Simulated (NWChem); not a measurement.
System: CH6F2N2Si; SMILES F[Si](F)(NC)N

Excerpt of the output:

```
             Northwest Computational Chemistry Package (NWChem) 7.3.0
             --------------------------------------------------------

 C1  symmetry detected

                             Geometry "geometry" -> ""
                             -------------------------

 Output coordinates in angstroms (scale by  1.889725989 to convert to a.u.)

  No.       Tag          Charge          X              Y              Z
 ---- ---------------- ---------- -------------- -------------- --------------
    1 C                    6.0000    -0.00269245    -2.40514946    -0.14674418
    2 N                    7.0000    -0.68769088    -1.11868061    -0.24024204
    3 Si                  14.0000    -0.00003411     0.41148220     0.01818624
    4 N                    7.0000    -1.23155670     1.50934537     0.44022872
    5 F                    9.0000     1.17842585     0.18241013     1.09304242
    6 F                    9.0000     0.75672208     1.09598320    -1.22848399
    7 H                    1.0000     0.31053554    -2.79359769    -1.12617647
    8 H                    1.0000     0.88993441    -2.28679280     0.47240282
    9 H                    1.0000    -0.64324656    -3.15655945     0.33171203
   10 H                    1.0000    -1.56531698    -1.14866594    -0.74465369
   11 H                    1.0000    -1.85088303     1.31257402     1.21524069
   12 H                    1.0000    -1.10598942     2.50299437     0.29639973

 Effective nuclear repulsion energy (a.u.)     341.3116681856

                                 NWChem DFT Module
                                 -----------------

 Summary of "ao basis" -> "ao basis" (spherical)
 ------------------------------------------------------------------------------
       Tag                 Description            Shells   Functions and Types
 ---------------- ------------------------------  ------  ---------------------
 C                         def2-tzvp                11       31   5s3p2d1f
 N                         def2-tzvp                11       31   5s3p2d1f
 Si                        def2-tzvp                13       37   5s5p2d1f
 F                         def2-tzvp                11       31   5s3p2d1f
 H                         def2-tzvp                 4        6   3s1p

            General Information
            -------------------
          SCF calculation type: DFT
          Wavefunction type:  closed shell.
          No. of atoms     :    12
          No. of electrons :    58
           Alpha electrons :    29
            Beta electrons :    29
          Charge           :     0
          Spin multiplicity:     1
          Use of symmetry is: off; symmetry adaption is: off
          Maximum number of iterations: 150
          AO basis - number of functions:   228
                     number of shells:    92
          Convergence on energy requested:  1.00D-06
          Convergence on density requested:  1.00D-05
          Convergence on gradient requested:  5.00D-04

              XC Information
              --------------
                        Slater Exchange Functional  1.000 local
                      VWN V Correlation Functional  1.000 local

             Grid Information
             ----------------
          Grid used for XC integration:  medium
          Radial quadrature: Mura-Knowles
          Angular quadrature: Lebedev.
          Tag              B.-S. Rad. Rad. Pts. Rad. Cut. Ang. Pts.
          ---              ---------- --------- --------- ---------
          C                   0.70       49          13.0       434
          N                   0.65       49          12.0       434
          Si                  1.10       88          11.0       590
          F                   0.50       49          12.0       434
          H                   0.35       45          13.0       434
          Grid pruning is: on
          Number of quadrature shells:   603
          Spatial weights used:  Erf1

      Superposition of Atomic Density Guess
      -------------------------------------

 Sum of atomic energies:        -636.96485428

      Non-variational initial energy
      ------------------------------

 Total energy =    -639.475878
 1-e energy   =   -1558.609666
 2-e energy   =     577.822120
 HOMO         =      -0.318296
 LUMO         =       0.028350

------------------------------------------------------------
EAF file 0: "./job.aoints.0" size=1019215872 bytes
------------------------------------------------------------
               write      read    awrite     aread      wait
               -----      ----    ------     -----      ----
     calls:     1944         0         0         0         0
   data(b): 1.02e+09  0.00e+00  0.00e+00  0.00e+00
   time(s): 0.00e+00  0.00e+00  0.00e+00  0.00e+00  0.00e+00
rate(mb/s): 0.00e+00  0.00e+00
------------------------------------------------------------

     ---------------------------------------------
      Total Density - Mulliken Population Analysis
     ---------------------------------------------

    Atom       Charge   Shell Charges
 -----------   ------   -------------------------------------------------------
    1 C    6     6.30   0.86  1.12  0.54  0.65  0.14  1.18  1.33  0.40  0.02  0.06  0.01
    2 N    7     7.69   0.82  1.16  0.56  0.81  0.14  1.59  1.89  0.68  0.00  0.03  0.00
    3 Si  14    12.51   2.00  0.58  1.39  0.67  0.20  4.10  1.73  0.47  0.62  0.14  0.27  0.21  0.12
    4 N    7     7.92   0.82  1.16  0.57  0.80  0.17  1.63  1.92  0.84  0.00  0.01  0.00
    5 F    9     9.51   0.77  1.20  0.61  1.01  0.31  2.37  2.36  0.88  0.00  0.01  0.00
    6 F    9     9.51   0.77  1.20  0.61  1.01  0.31  2.37  2.36  0.88  0.00  0.01  0.00
    7 H    1     0.85   0.25  0.45  0.13  0.02
    8 H    1     0.84   0.25  0.45  0.13  0.02
    9 H    1     0.85   0.25  0.45  0.13  0.02
   10 H    1     0.69   0.22  0.35  0.08  0.04
   11 H    1     0.67   0.22  0.34  0.08  0.04
   12 H    1     0.67   0.22  0.34  0.08  0.04

   convergence    iter        energy       DeltaE   RMS-Dens  Diis-err
 ---------------- ----- ----------------- --------- --------- ---------
 d= 0,ls=0.0,diis     1   -636.9306144351 -9.78D+02  5.80D-03  3.72D+00
 d= 0,ls=0.0,diis     2   -636.7969741178  1.34D-01  4.33D-03  3.75D+00
 d= 0,ls=0.0,diis     3   -637.0190589138 -2.22D-01  1.29D-03  1.02D+00
 d= 0,ls=0.0,diis     4   -637.0858532209 -6.68D-02  4.17D-04  3.23D-02
 d= 0,ls=0.0,diis     5   -637.0882398128 -2.39D-03  1.64D-04  7.03D-03
  Resetting Diis
 d= 0,ls=0.0,diis     6   -637.0889160096 -6.76D-04  3.76D-05  1.45D-04
 d= 0,ls=0.0,diis     7   -637.0889294606 -1.35D-05  2.59D-05  2.25D-05
 d= 0,ls=0.0,diis     8   -637.0889237702  5.69D-06  1.61D-05  8.25D-05
 d= 0,ls=0.0,diis     9   -637.0889317043 -7.93D-06  2.34D-06  8.80D-07
 d= 0,ls=0.0,diis    10   -637.0889317928 -8.84D-08  3.34D-07  3.04D-08

         Total DFT energy =     -637.088931792761
      One electron energy =    -1564.066153728764
           Coulomb energy =      645.355138552622
    Exchange-Corr. energy =      -59.689584802188
 Nuclear repulsion energy =      341.311668185568

 Numeric. integr. density =       57.999991108675

                       DFT Final Molecular Orbital Analysis
                       ------------------------------------

 Vector   27  Occ=2.000000D+00  E=-3.276232D-01
              MO Center= -9.2D-02, -1.6D+00, -7.3D-02, r^2= 3.2D+00
   Bfn.  Coefficient  Atom+Function         Bfn.  Coefficient  Atom+Function
  ----- ------------  ---------------      ----- ------------  ---------------
   200      0.187277   8 H  s                 6      0.184935   1 C  px
    38     -0.149079   2 N  py                7      0.147808   1 C  py
    37     -0.139737   2 N  px              206     -0.136756   9 H  s
   212      0.132220  10 H  s                 9      0.128924   1 C  px
   168     -0.125235   6 F  py              199      0.125728   8 H  s

 Vector   28  Occ=2.000000D+00  E=-2.493519D-01
              MO Center= -1.1D+00,  1.4D+00,  3.8D-01, r^2= 1.4D+00
   Bfn.  Coefficient  Atom+Function         Bfn.  Coefficient  Atom+Function
  ----- ------------  ---------------      ----- ------------  ---------------
   107      0.300135   4 N  pz              105      0.263730   4 N  px
   110      0.248183   4 N  pz              113      0.236874   4 N  pz
   111      0.231222   4 N  px              108      0.218350   4 N  px
   136      0.089427   5 F  px              103     -0.083255   4 N  s
   139      0.069363   5 F  px              106      0.068014   4 N  py

 Vector   29  Occ=2.000000D+00  E=-2.215330D-01
              MO Center= -5.2D-01, -1.3D+00, -2.3D-01, r^2= 2.0D+00
   Bfn.  Coefficient  Atom+Function         Bfn.  Coefficient  Atom+Function
  ----- ------------  ---------------      ----- ------------  ---------------
    39      0.348400   2 N  pz               42      0.285500   2 N  pz
    45      0.274369   2 N  pz               43     -0.165085   2 N  px
    37     -0.162035   2 N  px              194      0.141038   7 H  s
    40     -0.136173   2 N  px              206     -0.120191   9 H  s
     8     -0.108260   1 C  pz              195      0.106742   7 H  s

 Vector   30  Occ=0.000000D+00  E=-1.029443D-02
              MO Center= -1.0D+00,  4.2D-01,  2.0D-01, r^2= 7.4D+00
   Bfn.  Coefficient  Atom+Function         Bfn.  Coefficient  Atom+Function
  ----- ------------  ---------------      ----- ------------  ---------------
   104      1.239681   4 N  s                67     -0.973846   3 Si s
    36      0.859986   2 N  s               219     -0.787072  11 H  s
   213     -0.779076  10 H  s                 5      0.748098   1 C  s
   225     -0.623675  12 H  s               207     -0.439815   9 H  s
   195     -0.413980   7 H  s               201     -0.371144   8 H  s

 Vector   31  Occ=0.000000D+00  E= 1.727852D-02
              MO Center= -7.2D-01, -5.6D-01, -6.4D-02, r^2= 1.0D+01
   Bfn.  Coefficient  Atom+Function         Bfn.  Coefficient  Atom+Function
  ----- ------------  ---------------      ----- ------------  ---------------
     5      2.363730   1 C  s               104     -1.156318   4 N  s
   207     -1.079435   9 H  s               195     -0.968712   7 H  s
   201     -0.781259   8 H  s               213     -0.770428  10 H  s
   225      0.691357  12 H  s               219      0.547993  11 H  s
    81      0.453532   3 Si py               36      0.423008   2 N  s

 Vector   32  Occ=0.000000D+00  E= 4.288088D-02
              MO Center= -3.7D-01, -9.7D-01, -2.0D-01, r^2= 7.6D+00
   Bfn.  Coefficient  Atom+Function         Bfn.  Coefficient  Atom+Function
  ----- ------------  ---------------      ----- ------------  ---------------
     5      1.935948   1 C  s                36     -1.640063   2 N  s
   213      1.041951  10 H  s               201     -0.977703   8 H  s
    80     -0.618495   3 Si px              207     -0.618337   9 H  s
   195     -0.477083   7 H  s               225     -0.350998  12 H  s
    13      0.331077   1 C  py               82     -0.320587   3 Si pz

------------------------------------------------------------
EAF file 0: "./job.aoints.0" size=1634205696 bytes
------------------------------------------------------------
               write      read    awrite     aread      wait
               -----      ----    ------     -----      ----
     calls:     3117         9         0     28044     28044
   data(b): 1.63e+09  4.72e+06  0.00e+00  1.47e+10
   time(s): 0.00e+00  0.00e+00  0.00e+00  0.00e+00  0.00e+00
rate(mb/s): 0.00e+00  0.00e+00
------------------------------------------------------------

     ---------------------------------------------
      Total Density - Mulliken Population Analysis
     ---------------------------------------------

    Atom       Charge   Shell Charges
 -----------   ------   -------------------------------------------------------
    1 C    6     6.38   0.84  1.13  0.51  0.65  0.17  1.36  1.22  0.43  0.02  0.06  0.01
    2 N    7     7.38   0.80  1.16  0.54  0.75  0.18  1.61  1.57  0.73  0.00  0.03  0.00
    3 Si  14    13.33   2.01  0.56  1.40  0.80  0.16  4.12  1.66  0.68  0.83  0.19  0.42  0.35  0.17
    4 N    7     7.60   0.81  1.16  0.54  0.75  0.20  1.62  1.59  0.93  0.00  0.01  0.00
    5 F    9     9.27   0.76  1.20  0.61  0.96  0.36  2.30  2.07  1.00  0.00  0.01  0.00
    6 F    9     9.27   0.76  1.20  0.61  0.96  0.36  2.30  2.07  1.00  0.00  0.01  0.00
    7 H    1     0.84   0.26  0.47  0.09  0.02
    8 H    1     0.83   0.26  0.46  0.09  0.02
    9 H    1     0.84   0.26  0.47  0.09  0.02
   10 H    1     0.76   0.26  0.41  0.06  0.04
   11 H    1     0.74   0.26  0.39  0.05  0.04
   12 H    1     0.74   0.26  0.39  0.05  0.04

     -------------------------------------------
      Total Density - Lowdin Population Analysis
     -------------------------------------------

    Atom       Charge   Shell Charges
 -----------   ------   -------------------------------------------------------
    1 C    6     6.38   0.90  1.05  0.37  0.35  0.18  1.16  1.38  0.62  0.02  0.31  0.04
    2 N    7     7.07   0.88  1.07  0.42  0.41  0.22  1.42  1.62  0.88  0.00  0.14  0.01
    3 Si  14    14.32   2.00  0.82  1.08  0.42  0.21  3.84  1.87  0.70  0.87  0.42  0.46  1.05  0.58
    4 N    7     7.22   0.88  1.07  0.43  0.45  0.24  1.43  1.66  0.99  0.00  0.06  0.00
    5 F    9     8.95   0.85  1.11  0.59  0.71  0.39  2.14  2.11  1.04  0.00  0.01  0.00
    6 F    9     8.96   0.85  1.11  0.59  0.71  0.39  2.14  2.11  1.04  0.00  0.01  0.00
    7 H    1     0.88   0.25  0.40  0.17  0.06
    8 H    1     0.87   0.25  0.39  0.16  0.06
    9 H    1     0.88   0.25  0.40  0.17  0.06
   10 H    1     0.81   0.24  0.34  0.12  0.11
   11 H    1     0.83   0.24  0.35  0.13  0.11
   12 H    1     0.83   0.24  0.35  0.13  0.11

     Multipole analysis of the density
     ---------------------------------

     L   x y z        total         alpha         beta         nuclear
     -   - - -        -----         -----         ----         -------
     0   0 0 0     -0.000000    -29.000000    -29.000000     58.000000

     1   1 0 0     -0.975662     -0.487831     -0.487831      0.000000
     1   0 1 0     -0.238415     -0.119208     -0.119208      0.000000
     1   0 0 1      0.184839      0.092419      0.092419      0.000000

     2   2 0 0    -30.594696    -86.684387    -86.684387    142.774078
     2   1 1 0     -1.430750      3.679079      3.679079     -8.788907
     2   1 0 1     -1.020348      1.211846      1.211846     -3.444040
     2   0 2 0    -26.259698   -200.969106   -200.969106    375.678514
     2   0 1 1      2.443189     -3.497245     -3.497245      9.437679
     2   0 0 2    -32.419263    -69.686910    -69.686910    106.954557
```

Level: LDA (Slater exchange, VWN5)/def2-TZVP. Structure relaxed at the B3LYP/6-31G* (spherical d) level.

### Question
Write an input that gives this output.

### Answer
One answer among several that fit: the input that was run:
```
start job
memory heap 200 mb stack 900 mb global 1100 mb
geometry units angstroms noautoz
  C      0.013014    -2.398992    -0.118305
  N     -0.675117    -1.117340    -0.247961
  Si     0.002498     0.420288    -0.007975
  N     -1.239888     1.521128     0.372419
  F      1.163899     0.216773     1.090336
  F      0.777182     1.083622    -1.255076
  H      0.343804    -2.805023    -1.084746
  H      0.894855    -2.265101     0.513014
  H     -0.632557    -3.143594     0.364036
  H     -1.544181    -1.160600    -0.766048
  H     -1.871187     1.336871     1.140819
  H     -1.115652     2.512311     0.211441
end
basis spherical
  * library def2-tzvp
end
dft
  xc slater vwn_5
  iterations 150
  semidirect filesize 400000000
  mulliken
end
task dft energy
```
